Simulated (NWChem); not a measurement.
System: Si₂H₂, singlet; SMILES [Si]=[SiH2]

NWChem printed, in part:

```
             Northwest Computational Chemistry Package (NWChem) 7.3.0
             --------------------------------------------------------

 C2V symmetry detected

                             Geometry "geometry" -> ""
                             -------------------------

 Output coordinates in angstroms (scale by  1.889725989 to convert to a.u.)

  No.       Tag          Charge          X              Y              Z
 ---- ---------------- ---------- -------------- -------------- --------------
    1 Si                  14.0000     0.00000000     0.00000000     0.97820578
    2 Si                  14.0000     0.00000000     0.00000000    -1.23833611
    3 H                    1.0000     0.00000000     1.24964323     1.82091228
    4 H                    1.0000     0.00000000    -1.24964323     1.82091228

 Effective nuclear repulsion energy (a.u.)      61.3190149411

      Symmetry information
      --------------------

 Group name             C2v
 Group number             16
 Group order               4
 No. of unique centers     3

                                 NWChem DFT Module
                                 -----------------

 Summary of "ao basis" -> "ao basis" (spherical)
 ------------------------------------------------------------------------------
       Tag                 Description            Shells   Functions and Types
 ---------------- ------------------------------  ------  ---------------------
 Si                         def2-svp                 8       18   4s3p1d
 H                          def2-svp                 3        5   2s1p

      Symmetry analysis of basis
      --------------------------

        a1         22
        a2          3
        b1          9
        b2         12

            General Information
            -------------------
          SCF calculation type: DFT
          Wavefunction type:  closed shell.
          No. of atoms     :     4
          No. of electrons :    30
           Alpha electrons :    15
            Beta electrons :    15
          Charge           :     0
          Spin multiplicity:     1
          Use of symmetry is: on ; symmetry adaption is: on
          Maximum number of iterations: 150
          AO basis - number of functions:    46
                     number of shells:    22
          Convergence on energy requested:  1.00D-06
          Convergence on density requested:  1.00D-05
          Convergence on gradient requested:  5.00D-04

              XC Information
              --------------
                  TPSS metaGGA Exchange Functional  1.000
             TPSS03 metaGGA Correlation Functional  1.000

             Grid Information
             ----------------
          Grid used for XC integration:  medium
          Radial quadrature: Mura-Knowles
          Angular quadrature: Lebedev.
          Tag              B.-S. Rad. Rad. Pts. Rad. Cut. Ang. Pts.
          ---              ---------- --------- --------- ---------
          Si                  1.10       88          10.0       590
          H                   0.35       45          10.0       434
          Grid pruning is: on
          Number of quadrature shells:   221
          Spatial weights used:  Erf1

      Superposition of Atomic Density Guess
      -------------------------------------

 Sum of atomic energies:        -578.47564669

      Non-variational initial energy
      ------------------------------

 Total energy =    -578.678427
 1-e energy   =    -924.026204
 2-e energy   =     284.028763
 HOMO         =      -0.173462
 LUMO         =      -0.100643

      Symmetry analysis of molecular orbitals - initial
      -------------------------------------------------

  Numbering of irreducible representations:

     1 a1          2 a2          3 b1          4 b2

  Orbital symmetries:

     1 a1          2 a1          3 a1          4 a1          5 a1
     6 b2          7 b1          8 a1          9 b2         10 b1
    11 a1         12 a1         13 b2         14 a1         15 b1
    16 b2         17 b1         18 a1         19 b2         20 a1
    21 a1         22 a1         23 a1         24 b2         25 b1

     ---------------------------------------------
      Total Density - Mulliken Population Analysis
     ---------------------------------------------

    Atom       Charge   Shell Charges
 -----------   ------   -------------------------------------------------------
    1 Si  14    14.24   2.00  1.99  1.10  0.32  5.94  1.17  1.67  0.06
    2 Si  14    13.68   2.00  1.99  1.29  0.65  5.93  0.70  1.07  0.04
    3 H    1     1.04   0.67  0.36  0.01
    4 H    1     1.04   0.67  0.36  0.01

   convergence    iter        energy       DeltaE   RMS-Dens  Diis-err
 ---------------- ----- ----------------- --------- --------- ---------
 d= 0,ls=0.0,diis     1   -579.9160503346 -6.41D+02  2.10D-02  1.16D-01
 d= 0,ls=0.0,diis     2   -579.8814725854  3.46D-02  2.18D-02  1.81D-01
 d= 0,ls=0.0,diis     3   -579.9104136840 -2.89D-02  9.07D-03  9.14D-02
 d= 0,ls=0.0,diis     4   -579.9377972823 -2.74D-02  8.42D-04  3.87D-04
 d= 0,ls=0.0,diis     5   -579.9378621978 -6.49D-05  2.53D-04  6.22D-05
  Resetting Diis
 d= 0,ls=0.0,diis     6   -579.9378756928 -1.35D-05  4.42D-05  3.94D-06
 d= 0,ls=0.0,diis     7   -579.9378767308 -1.04D-06  4.17D-05  9.54D-08
 d= 0,ls=0.0,diis     8   -579.9378764566  2.74D-07  2.94D-05  1.00D-06
 d= 0,ls=0.0,diis     9   -579.9378767621 -3.05D-07  1.37D-06  9.53D-10

         Total DFT energy =     -579.937876762055
      One electron energy =     -924.928795086414
           Coulomb energy =      326.143251853929
    Exchange-Corr. energy =      -42.471348470713
 Nuclear repulsion energy =       61.319014941143

 Numeric. integr. density =       30.000000946875

                  Occupations of the irreducible representations
                  ----------------------------------------------

                     irrep           alpha         beta
                     --------     --------     --------
                     a1                9.0          9.0
                     a2                0.0          0.0
                     b1                3.0          3.0
                     b2                3.0          3.0

                       DFT Final Molecular Orbital Analysis
                       ------------------------------------

 Vector   13  Occ=2.000000D+00  E=-3.343709D-01  Symmetry=b2
              MO Center=  4.3D-32,  4.4D-15,  1.5D+00, r^2= 2.2D+00
   Bfn.  Coefficient  Atom+Function         Bfn.  Coefficient  Atom+Function
  ----- ------------  ---------------      ----- ------------  ---------------
    37      0.329706  3 H  s                 42     -0.329706  4 H  s
     9      0.294677  1 Si py                12      0.235117  1 Si py
     6     -0.170205  1 Si py                38      0.153008  3 H  s
    43     -0.153008  4 H  s                 15      0.055796  1 Si d -1
    27      0.048806  2 Si py                30      0.027843  2 Si py

 Vector   14  Occ=2.000000D+00  E=-2.355421D-01  Symmetry=a1
              MO Center= -4.1D-16, -8.9D-16, -7.8D-01, r^2= 3.5D+00
   Bfn.  Coefficient  Atom+Function         Bfn.  Coefficient  Atom+Function
  ----- ------------  ---------------      ----- ------------  ---------------
    22      0.362546  2 Si s                 28     -0.325748  2 Si pz
    21      0.314000  2 Si s                 31     -0.286825  2 Si pz
    10      0.255776  1 Si pz                13      0.244575  1 Si pz
     3     -0.222639  1 Si s                 20      0.190932  2 Si s
    25      0.173145  2 Si pz                 4     -0.166879  1 Si s

 Vector   15  Occ=2.000000D+00  E=-1.888327D-01  Symmetry=b1
              MO Center= -1.5D-15, -6.2D-16, -1.4D-01, r^2= 3.2D+00
   Bfn.  Coefficient  Atom+Function         Bfn.  Coefficient  Atom+Function
  ----- ------------  ---------------      ----- ------------  ---------------
    11      0.402102  1 Si px                29      0.403626  2 Si px
    26      0.302065  2 Si px                 8      0.282664  1 Si px
    23     -0.160593  2 Si px                 5     -0.154026  1 Si px
    35     -0.051446  2 Si d  1              17      0.044959  1 Si d  1

 Vector   16  Occ=0.000000D+00  E=-1.587407D-01  Symmetry=b2
              MO Center= -8.8D-16, -4.5D-16, -9.2D-01, r^2= 2.9D+00
   Bfn.  Coefficient  Atom+Function         Bfn.  Coefficient  Atom+Function
  ----- ------------  ---------------      ----- ------------  ---------------
    30      0.608696  2 Si py                27      0.423458  2 Si py
    24     -0.220148  2 Si py                38     -0.173328  3 H  s
    43      0.173328  4 H  s                 12      0.146573  1 Si py
    15     -0.101528  1 Si d -1              37     -0.100073  3 H  s
    42      0.100073  4 H  s                 33      0.029829  2 Si d -1

 Vector   17  Occ=0.000000D+00  E=-8.556469D-02  Symmetry=b1
              MO Center= -5.9D-14, -1.8D-15, -8.7D-02, r^2= 4.3D+00
   Bfn.  Coefficient  Atom+Function         Bfn.  Coefficient  Atom+Function
  ----- ------------  ---------------      ----- ------------  ---------------
    11      0.636201  1 Si px                29     -0.619786  2 Si px
    26     -0.312417  2 Si px                 8      0.301813  1 Si px
    23      0.163921  2 Si px                 5     -0.162601  1 Si px
    17     -0.053773  1 Si d  1              35     -0.040678  2 Si d  1

 Vector   18  Occ=0.000000D+00  E= 4.608050D-03  Symmetry=a1
              MO Center=  2.5D-16, -4.0D-15,  4.8D-01, r^2= 5.1D+00
   Bfn.  Coefficient  Atom+Function         Bfn.  Coefficient  Atom+Function
  ----- ------------  ---------------      ----- ------------  ---------------
     4      1.753063  1 Si s                 31     -0.844970  2 Si pz
    38     -0.841437  3 H  s                 43     -0.841437  4 H  s
     3      0.518161  1 Si s                 22     -0.495728  2 Si s
     2      0.292956  1 Si s                 21     -0.276144  2 Si s
    28     -0.233726  2 Si pz                37     -0.192087  3 H  s

     ---------------------------------------------
      Total Density - Mulliken Population Analysis
     ---------------------------------------------

    Atom       Charge   Shell Charges
 -----------   ------   -------------------------------------------------------
    1 Si  14    14.04   2.00  1.98  1.09  0.28  5.93  1.28  1.41  0.08
    2 Si  14    13.91   2.00  1.99  1.35  0.58  5.92  0.93  1.10  0.05
    3 H    1     1.03   0.72  0.29  0.01
    4 H    1     1.03   0.72  0.29  0.01

     -------------------------------------------
      Total Density - Lowdin Population Analysis
     -------------------------------------------

    Atom       Charge   Shell Charges
 -----------   ------   -------------------------------------------------------
    1 Si  14    13.93   2.00  1.94  0.75  0.41  5.82  1.31  1.58  0.12
    2 Si  14    13.94   2.00  1.97  1.06  0.71  5.80  1.02  1.32  0.07
    3 H    1     1.07   0.62  0.41  0.03
    4 H    1     1.07   0.62  0.41  0.03

     Multipole analysis of the density
     ---------------------------------

     L   x y z        total         alpha         beta         nuclear
     -   - - -        -----         -----         ----         -------
     0   0 0 0     -0.000000    -15.000000    -15.000000     30.000000

     1   1 0 0      0.000000      0.000000      0.000000      0.000000
     1   0 1 0      0.000000      0.000000      0.000000      0.000000
     1   0 0 1      0.113295      0.056648      0.056648      0.000000

     2   2 0 0    -22.940765    -11.470382    -11.470382      0.000000
     2   1 1 0     -0.000000     -0.000000     -0.000000      0.000000
     2   1 0 1     -0.000000     -0.000000     -0.000000      0.000000
     2   0 2 0    -18.988254    -15.070730    -15.070730     11.153207
     2   0 1 1      0.000000      0.000000      0.000000      0.000000
     2   0 0 2    -22.031714    -85.109233    -85.109233    148.186753
```

Level: TPSS/def2-SVP. Low-valent species are run as closed-shell singlets; no triplet was tried in these runs. Structure relaxed at the PBE-D3(BJ)/def2-SVP level.

**Question.** Reconstruct the input file.

**Answer.** This is not unique; one that fits is the input that was run:
```
start job
memory heap 200 mb stack 900 mb global 1100 mb
geometry units angstroms noautoz
  Si     0.171131     0.985458     0.000000
  Si    -0.242773    -1.192096     0.000000
  H      1.556384     1.579824     0.000000
  H     -0.898896     2.046764     0.000000
end
basis spherical
  * library def2-svp
end
dft
  xc xtpss03 ctpss03
  iterations 150
  mulliken
end
task dft energy
```
